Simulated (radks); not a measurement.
Question: The terbium ion Tb53+, 12 electrons, occupied as [Ne] 3s2. Calculated with a radial shooting solver on a logarithmic mesh with Libxc functionals: Dirac Kohn-Sham, PBE, spin-unpolarised, spherical densities, point nucleus. Some entries of the table are withheld. Estimate them.

| orbital | occ. | eigenvalue (eV) | r(max) (bohr) |
|---|---|---|---|
| 1s1/2 | 2 | -55857.16 | (1) |
| 2s1/2 | 2 | (2) | 0.07704 |
| 2p1/2 | 2 | -12034.44 | (3) |
| 2p3/2 | 4 | -11261.71 | (4) |
| 3s1/2 | 2 | (5) | 0.2056 |

Answer: 
(1) 1s1/2 r(max) (bohr): 0.01363
(2) 2s1/2 eigenvalue (eV): -12403.16
(3) 2p1/2 r(max) (bohr): 0.05804
(4) 2p3/2 r(max) (bohr): 0.06382
(5) 3s1/2 eigenvalue (eV): -5071.605
